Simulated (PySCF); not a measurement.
C3H3N, SMILES C(#N)C=C. Atoms are numbered in the order given.

```xyz
7

C     -0.3584    -1.6119     0.0000
C      0.5044    -0.5856     0.0000
C      0.0919     0.7861     0.0000
N     -0.2255     1.9030     0.0000
H     -1.4394    -1.4519     0.0000
H      0.0045    -2.6422     0.0000
H      1.5857    -0.7581     0.0000
```
Charge 0, spin multiplicity 1.

Coordinates come from a B3LYP-D3(BJ)/def2-SVP optimisation.

Two levels are set side by side: PBE/pcJ-1 (PySCF) and B3LYP/pcJ-1 (PySCF). One-bond couplings, all four terms, same geometry. Isotopes: 13C, 14N, 1H. Differences are taken from unrounded values.

```tsv
quantity	B3LYP	PBE	PBE minus B3LYP
¹J(C1,C2) (Hz)	83.4	73.4	-10.0
¹J(C2,C3) (Hz)	91.4	78.3	-13.1
¹J(C3,N4) (Hz)	13.8	7.7	-6.2
¹J(C1,H5) (Hz)	174.3	159.3	-15.0
¹J(C1,H6) (Hz)	175.2	160.2	-15.1
¹J(C2,H7) (Hz)	180.8	165.2	-15.6
```

Rough cost on one machine, each run with all the roots and properties that it gave: B3LYP against PBE about 2 times.
